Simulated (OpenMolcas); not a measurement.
Pd3+ (d7) in a complex was computed by SS-CASPT2, IPEA 0.25 Eh, imaginary shift 0.1 Eh with the d shell active (OpenMolcas, ANO-RCC-VDZP on the metal). Its lowest spin-free states, and all those of the highest spin:

| 2S+1 | Degeneracy | E (cm-1) |
| --- | --- | --- |
| 4 | 1 | 0 |
| 2 | 3 | 7800 |
| 2 | 2 | 8520 |
| 2 | 3 | 12580 |
| 4 | 3 | 12920 |
| 2 | 1 | 16700 |
| 4 | 3 | 19130 |
| 2 | 2 | 20110 |
| 2 | 3 | 20980 |
| 2 | 3 | 21190 |
| 2 | 3 | 24070 |
| 2 | 1 | 27790 |
| 4 | 3 | 29640 |

**Question.** Is the site octahedral, tetrahedral or cube-like, axial, or of lower symmetry?

**Answer.** The states with 2S+1 = 4 have orbital degeneracies 1, 3, 3, 3. Threefold states need a cubic site. For d7 at this spin an octahedron puts the threefold T1 below the threefold T2 and a tetrahedron or cube puts the single A2 below the threefold T2, so the site is a tetrahedron or a cube, which this pattern cannot tell apart. The first gap at this spin, 12900 cm-1, is |10Dq| in ligand-field theory. The run had Pd3+ with 4 ligands (fluoride) in tetrahedral coordination (Td) at 1.83 Å. A charge of +0.25 e stands 3.2 Å behind each ligand. Ligand basis ANO-RCC-VDZP.

Roots that are degenerate in the reference are averaged as groups; the widest CASPT2 spread within a group is 910 cm-1 (the 3-fold group of multiplicity 4 near 12900 cm-1 above the lowest state of its run). Shifts and gaps below about the spread of the groups concerned are not significant. Over all roots computed the reference weight is 0.72 to 0.75; a low but even weight reflects the number of correlated electrons. The least metal-like active orbital is 77 % on the metal (Löwdin) and no ligand orbital is active, so the numbers are rough. Ligand-to-metal charge-transfer states are missing. With no ligand orbital active B as a rule stays too high, so bands that hang on it stand too high and its fall with covalency is understated. With one d shell and no ligand orbital active, 10Dq can be off by a tenth or more. The distance lies 6 % under the 1.94 Å that this model takes as the normal distance (a Shannon-type radius plus a fixed donor radius); by an R⁻⁵ law this alone changes a d-shell field by about +34 %. No measured value stands beside these numbers; the geometry was imposed, not optimised, and the real ion may take another.
